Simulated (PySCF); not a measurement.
PySCF job for FH7OSi3, SMILES O[SiH2][Si@H](F)[SiH3], TDA-CAM-B3LYP/def2-SVPD. The structure is a stationary point at PBE0-D3(BJ)/def2-SVP. The structure was generated by enumeration; whether it is a known compound was not checked. The values are those of a single conformer.

```python
import numpy as np
from pyscf import gto, scf, dft, tdscf

mol = gto.M(
    atom='''
    O    -0.46612227    2.16683653   -0.49133748
    Si   -1.29358963    1.11214894    0.51501531
    Si   -0.28354089   -0.93111733   -0.04420868
    F    -0.18226870   -1.87378748    1.29326660
    Si    1.86175057   -0.43185339   -0.85301116
    H    -0.66668350    3.10494441   -0.42106027
    H    -1.06878089    1.42643885    1.96302561
    H    -2.77091774    1.15892829    0.26953554
    H    -1.06761318   -1.69218667   -1.06583157
    H     2.58131381    0.45030709    0.11410486
    H     2.65949195   -1.68077217   -1.05529437
    H     1.71790537    0.27324021   -2.16231597
    ''',
    basis='def2-SVPD',
    charge=0,
    spin=0,
    max_memory=1600,
    verbose=4,
)
mf = dft.RKS(mol, xc='cam-b3lyp').density_fit(auxbasis='def2-universal-jkfit')
mf.grids.level = 3
mf.conv_tol = 1e-9
mf.max_cycle = 100
mf.kernel()
mf.grids = dft.Grids(mol).set(level=1).build(with_non0tab=True)  # coarser grid for the response kernel
td = tdscf.TDA(mf)
td.singlet = True
td.nstates = 10
td.conv_tol = 1e-4
td.positive_eig_threshold = 1e-6
td.kernel(x0=td.get_init_guess(mf, 15))
td.analyze()
tt = tdscf.TDA(mf)
tt.singlet = False
tt.nstates = 4
tt.conv_tol = 1e-4
tt.positive_eig_threshold = 1e-6
tt.kernel(x0=tt.get_init_guess(mf, 9))
tt.analyze(verbose=3)
```

Log of the run:

```
PySCF version 2.14.0

[INPUT] verbose = 4
[INPUT] num. atoms = 12
[INPUT] num. electrons = 66
[INPUT] charge = 0
[INPUT] spin (= nelec alpha-beta = 2S) = 0
[INPUT] symmetry False subgroup None
[INPUT] Mole.unit = angstrom
[INPUT] Symbol           X                Y                Z      unit          X                Y                Z       unit  Magmom
[INPUT]  1 O     -0.466122270000   2.166836530000  -0.491337480000 AA   -0.880843430861   4.094727598403  -0.928493271934 Bohr   0.0
[INPUT]  2 Si    -1.293589630000   1.112148940000   0.515015310000 AA   -2.444530118277   2.101656906325   0.973237885858 Bohr   0.0
[INPUT]  3 Si    -0.283540890000  -0.931117330000  -0.044208680000 AA   -0.535814627215  -1.759556743536  -0.083542297529 Bohr   0.0
[INPUT]  4 F     -0.182268700000  -1.873787480000   1.293266600000 AA   -0.344437924081  -3.540945152839   2.443919680047 Bohr   0.0
[INPUT]  5 Si     1.861750570000  -0.431853390000  -0.853011160000 AA    3.518198689553  -0.816084633065  -1.611957473598 Bohr   0.0
[INPUT]  6 H     -0.666683500000   3.104944410000  -0.421060270000 AA   -1.259849226766   5.867494566899  -0.795688592235 Bohr   0.0
[INPUT]  7 H     -1.068780890000   1.426438850000   1.963025610000 AA   -2.019703169269   2.695578759940   3.709580778407 Bohr   0.0
[INPUT]  8 H     -2.770917740000   1.158928290000   0.269535540000 AA   -5.236275642299   2.190057066111   0.509348351437 Bohr   0.0
[INPUT]  9 H     -1.067613180000  -1.692186670000  -1.065831570000 AA   -2.017496517176  -3.197769357940  -2.014129762215 Bohr   0.0
[INPUT] 10 H      2.581313810000   0.450307090000   0.114104860000 AA    4.877976142458   0.850957072050   0.215626934882 Bohr   0.0
[INPUT] 11 H      2.659491950000  -1.680772170000  -1.055294370000 AA    5.025711415985  -3.176199079091  -1.994217340095 Bohr   0.0
[INPUT] 12 H      1.717905370000   0.273240210000  -2.162315970000 AA    3.246370657220   0.516349163119  -4.086184978073 Bohr   0.0

nuclear repulsion = 361.710498067728
number of shells = 76
number of NR pGTOs = 262
number of NR cGTOs = 174
basis = def2-SVPD
ecp = {}


******** <class 'pyscf.df.df_jk.DFRKS'> ********
method = DFRKS
initial guess = minao
damping factor = 0
level_shift factor = 0
DIIS = <class 'pyscf.scf.diis.CDIIS'>
diis_start_cycle = 1
diis_space = 8
diis_damp = 0
SCF conv_tol = 1e-09
SCF conv_tol_grad = None
SCF max_cycles = 100
direct_scf = False
XC library pyscf.dft.libxc version 7.1.2
    S. Lehtola, C. Steigemann, M. J. T. Oliveira, and M. A. L. Marques,  SoftwareX 7, 1–5 (2018)
XC functionals = cam-b3lyp
    T. Yanai, D. P. Tew, and N. C. Handy,  Chem. Phys. Lett. 393, 51 (2004)
radial grids:
    Treutler-Ahlrichs [JCP 102, 346 (1995); DOI:10.1063/1.469408] (M4) radial grids

becke partition: Becke, JCP 88, 2547 (1988); DOI:10.1063/1.454033
pruning grids: <function nwchem_prune>
grids dens level: 3
symmetrized grids: False
atomic radii adjust function: <function treutler_atomic_radii_adjust>
small_rho_cutoff = 0
Set gradient conv threshold to 3.16228e-05
Initial guess from minao.
tot grids = 154544
******** <class 'pyscf.df.df.DF'> ********
auxbasis = def2-universal-jkfit
Create RSH-DF object <pyscf.df.df.DF object> for omega=0.33
******** <class 'pyscf.df.df.DF'> ********
auxbasis = auxmol.basis = def2-universal-jkfit
init E= -1047.28344406144
  HOMO = -0.279411695258799  LUMO = -0.0653453264679782  gap/eV = 5.82504
cycle= 1 E= -1047.28003414372  delta_E= 0.00341  |g|= 0.814  |ddm|= 3.71
  HOMO = -0.272259793203934  LUMO = -0.0146027683251786  gap/eV = 7.01120
cycle= 2 E= -1047.17821758057  delta_E= 0.102  |g|= 1.15  |ddm|= 1.77
  HOMO = -0.33781364798558  LUMO = -0.0128898960414952  gap/eV = 8.84163
cycle= 3 E= -1047.40923040121  delta_E= -0.231  |g|= 0.0434  |ddm|= 0.907
  HOMO = -0.329175900324618  LUMO = -0.00533458612923088  gap/eV = 8.81217
cycle= 4 E= -1047.40974251191  delta_E= -0.000512  |g|= 0.0132  |ddm|= 0.11
  HOMO = -0.332594489621652  LUMO = -0.00703994564025168  gap/eV = 8.85879
cycle= 5 E= -1047.40979050186  delta_E= -4.8e-05  |g|= 0.00658  |ddm|= 0.0323
  HOMO = -0.332325423340835  LUMO = -0.00681568989517167  gap/eV = 8.85757
cycle= 6 E= -1047.40979845425  delta_E= -7.95e-06  |g|= 0.00206  |ddm|= 0.00773
  HOMO = -0.332168264948331  LUMO = -0.00673812720116285  gap/eV = 8.85541
cycle= 7 E= -1047.40979928858  delta_E= -8.34e-07  |g|= 0.000351  |ddm|= 0.00251
  HOMO = -0.332244137131368  LUMO = -0.00677294730532552  gap/eV = 8.85652
cycle= 8 E= -1047.4097993366  delta_E= -4.8e-08  |g|= 4.55e-05  |ddm|= 0.000757
  HOMO = -0.332244967060135  LUMO = -0.00677059093618615  gap/eV = 8.85661
cycle= 9 E= -1047.40979933812  delta_E= -1.53e-09  |g|= 1.03e-05  |ddm|= 0.000169
  HOMO = -0.33224468301396  LUMO = -0.0067706007681485  gap/eV = 8.85660
cycle= 10 E= -1047.40979933819  delta_E= -6.37e-11  |g|= 2.54e-06  |ddm|= 3.16e-05
  HOMO = -0.332244650893117  LUMO = -0.00677050218181607  gap/eV = 8.85660
Extra cycle  E= -1047.40979933819  delta_E= 1.36e-12  |g|= 2.01e-06  |ddm|= 8.27e-06
converged SCF energy = -1047.40979933819
tot grids = 47024
Overwritten attributes  positive_eig_threshold  of <class 'pyscf.tdscf.rks.TDA'>


******** <class 'pyscf.tdscf.rks.TDA'> for <class 'pyscf.df.df_jk.DFRKS'> ********
nstates = 10 singlet
deg_eia_thresh = 1.000e-03
wfnsym = None
conv_tol = 0.0001
eigh lindep = 1e-12
eigh level_shift = 0
eigh max_cycle = 100


Excitation energies (eV)
[5.56022289 6.46922972 6.63902635 6.83387151 7.37521581 7.5277727
 7.72852423 7.83954636 7.98791169 8.0384786 ]

** Singlet excitation energies and oscillator strengths **
Excited State   1:      5.56022 eV    222.98 nm  f=0.0412
      33 -> 34       -0.66405
      33 -> 35        0.19028
Excited State   2:      6.46923 eV    191.65 nm  f=0.0714
      32 -> 34       -0.40036
      33 -> 34       -0.10643
      33 -> 35       -0.51366
      33 -> 38       -0.13629
Excited State   3:      6.63903 eV    186.75 nm  f=0.0444
      31 -> 34       -0.19317
      31 -> 35       -0.11568
      32 -> 34        0.52062
      32 -> 35       -0.11025
      33 -> 34       -0.11738
      33 -> 35       -0.32468
Excited State   4:      6.83387 eV    181.43 nm  f=0.0235
      31 -> 34       -0.62739
      32 -> 35        0.16674
      33 -> 35        0.15218
Excited State   5:      7.37522 eV    168.11 nm  f=0.0519
      32 -> 35        0.13254
      33 -> 36       -0.61419
      33 -> 37        0.16758
      33 -> 40       -0.15614
Excited State   6:      7.52777 eV    164.70 nm  f=0.1129
      32 -> 35       -0.11305
      32 -> 36        0.11677
      33 -> 36        0.12688
      33 -> 37        0.60933
      33 -> 39       -0.15262
      33 -> 40        0.15061
Excited State   7:      7.72852 eV    160.42 nm  f=0.1196
      28 -> 34       -0.10173
      32 -> 35        0.14165
      32 -> 36       -0.14840
      33 -> 35        0.13045
      33 -> 38       -0.53841
      33 -> 39       -0.21954
      33 -> 40       -0.18152
Excited State   8:      7.83955 eV    158.15 nm  f=0.1169
      32 -> 34       -0.10728
      32 -> 35       -0.55791
      32 -> 38       -0.10554
      33 -> 36       -0.10086
      33 -> 38       -0.18724
      33 -> 39        0.13999
      33 -> 40       -0.10898
Excited State   9:      7.98791 eV    155.21 nm  f=0.2124
      31 -> 35       -0.12233
      32 -> 35        0.12184
      33 -> 38       -0.26846
      33 -> 39        0.45139
      33 -> 40        0.37406
Excited State  10:      8.03848 eV    154.24 nm  f=0.0137
      31 -> 35       -0.33850
      32 -> 35        0.10691
      32 -> 36        0.16516
      32 -> 40        0.11729
      33 -> 36        0.17081
      33 -> 39        0.23200
      33 -> 40       -0.38074

** Transition electric dipole moments (AU) **
state          X           Y           Z        Dip. S.      Osc.
  1        -0.4276      0.2761      0.2081      0.3024      0.0412
  2        -0.5097      0.2868      0.3294      0.4506      0.0714
  3        -0.5041      0.1296      0.0464      0.2731      0.0444
  4         0.3562     -0.1156     -0.0015      0.1402      0.0235
  5        -0.1060     -0.5105     -0.1242      0.2872      0.0519
  6         0.7286     -0.2229     -0.1772      0.6120      0.1129
  7         0.7171     -0.1114     -0.3240      0.6316      0.1196
  8         0.3724     -0.4307     -0.5335      0.6087      0.1169
  9         0.8916     -0.4368     -0.3154      1.0853      0.2124
 10        -0.1282      0.2198      0.0687      0.0695      0.0137

** Transition velocity dipole moments (imaginary part, AU) **
state          X           Y           Z        Dip. S.      Osc.
  1        -0.0381      0.0196      0.0129      0.0020      0.0065
  2        -0.0861      0.0497      0.0281      0.0107      0.0299
  3        -0.0663      0.0211      0.0409      0.0065      0.0178
  4         0.0646     -0.0219     -0.0058      0.0047      0.0125
  5        -0.0143     -0.0915      0.0032      0.0086      0.0211
  6         0.1391     -0.0477     -0.0465      0.0238      0.0573
  7         0.2032     -0.0646     -0.0942      0.0543      0.1276
  8         0.1397     -0.0740     -0.0665      0.0294      0.0681
  9         0.2149     -0.1186     -0.1139      0.0732      0.1662
 10        -0.0201      0.0490      0.0171      0.0031      0.0070

** Transition magnetic dipole moments (imaginary part, AU) **
state          X           Y           Z
  1         0.0218     -0.4381      0.1390
  2         0.3493      0.4103      0.8164
  3         0.1434      0.1819      0.3683
  4        -1.0716      0.6634      0.6268
  5        -0.0663      0.2423     -0.1726
  6         0.0393      0.1176     -0.4940
  7        -0.8315      0.1765     -1.0914
  8         0.2994     -0.1007     -0.1162
  9         0.2791      0.1395     -0.1543
 10         0.3359      0.2948      0.8019


******** <class 'pyscf.tdscf.rks.TDA'> for <class 'pyscf.df.df_jk.DFRKS'> ********
nstates = 4 triplet
deg_eia_thresh = 1.000e-03
wfnsym = None
conv_tol = 0.0001
eigh lindep = 1e-12
eigh level_shift = 0
eigh max_cycle = 100


Excitation energies (eV)
[4.88378074 5.74530753 5.99927579 6.43664089]

** Triplet excitation energies and oscillator strengths **
Excited State   1:      4.88378 eV    253.87 nm  f=0.0000
Excited State   2:      5.74531 eV    215.80 nm  f=0.0000
Excited State   3:      5.99928 eV    206.67 nm  f=0.0000
Excited State   4:      6.43664 eV    192.62 nm  f=0.0000
```

The calculation finished and met its thresholds.

Cost: very roughly 8 core-minutes.
